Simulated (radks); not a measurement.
All-electron atom: Ni0.25- in [Ar] 3d9.25 4s1 (fractional occupations, a model configuration).

Calculated with a radial shooting solver on a logarithmic mesh with Libxc functionals: Dirac Kohn-Sham, PBEsol, spin-unpolarised, spherical densities, point nucleus; open shells are shared between the two j in proportion to 2j + 1.

Energy parts (hartree):
total: -1519.36755
kinetic: 1543.72511
electron-nucleus: -3659.08060
Hartree: 658.23597
exchange-correlation: -62.24803

Orbitals (lengths in bohr, moments of r in powers of bohr):
orbital  occ.  eigenvalue (hartree)      <r>   <1/r>  small-component weight
1s1/2       2             -301.1503  0.05412   28.08                1.02e-02
2s1/2       2             -35.72977   0.2449   6.093                1.91e-03
2p1/2       2             -31.13985   0.2132   6.047                1.89e-03
2p3/2       4             -30.49805   0.2164   5.922                1.86e-03
3s1/2       2              -3.78458   0.7438   1.915                4.17e-04
3p1/2       2              -2.39176   0.7782   1.781                3.71e-04
3p3/2       4              -2.31163   0.7888   1.751                3.63e-04
4s1/2       1              -0.10059    3.176  0.4133                2.54e-05
3d3/2     3.7              -0.08232    1.145   1.278                2.17e-04
3d5/2    5.55              -0.07449    1.162   1.266                2.14e-04

The highest occupied level is 3d5/2 at -2.027 eV. The density falls to 0.001 e/bohr^3 at r = 4.30 bohr.
